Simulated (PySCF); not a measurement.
Computed IR spectrum (relative IR intensity) of a molecule C₃H₉In. Geometry optimised at B3LYP-D3(BJ)/def2-SVP. The def2 effective core potentials stand for the cores of In; spin–orbit coupling is left out. The values are those of a single conformer. Computed with PySCF with B3LYP-D3(BJ)/def2-SVP. Frequencies are harmonic and unscaled.

Lines under 2 % of the strongest are left out, and lines within 2 cm⁻¹ are merged.

```json
[
 {"ν (cm⁻¹)": "342", "relative intensity": "2.4"},
 {"ν (cm⁻¹)": "363", "relative intensity": "16"},
 {"ν (cm⁻¹)": "440", "relative intensity": "5.4"},
 {"ν (cm⁻¹)": "518", "relative intensity": "27"},
 {"ν (cm⁻¹)": "603", "relative intensity": "69"},
 {"ν (cm⁻¹)": "979", "relative intensity": "3.4"},
 {"ν (cm⁻¹)": "1168", "relative intensity": "2.5"},
 {"ν (cm⁻¹)": "1205", "relative intensity": "4.2"},
 {"ν (cm⁻¹)": "1406", "relative intensity": "2.1"},
 {"ν (cm⁻¹)": "1472", "relative intensity": "3.8"},
 {"ν (cm⁻¹)": "1718", "relative intensity": "63"},
 {"ν (cm⁻¹)": "1723", "relative intensity": "100"},
 {"ν (cm⁻¹)": "2991", "relative intensity": "34"},
 {"ν (cm⁻¹)": "3003", "relative intensity": "5.7"},
 {"ν (cm⁻¹)": "3061", "relative intensity": "18"},
 {"ν (cm⁻¹)": "3098", "relative intensity": "14"}
]
```

Identify the compound among the candidates.
A. C[CH2][InH][CH3]
B. [CH3][In]([CH3])[CH3]
C. C[CH](C)[InH2]
D. CC[CH2][InH2]

C, C[CH](C)[InH2]
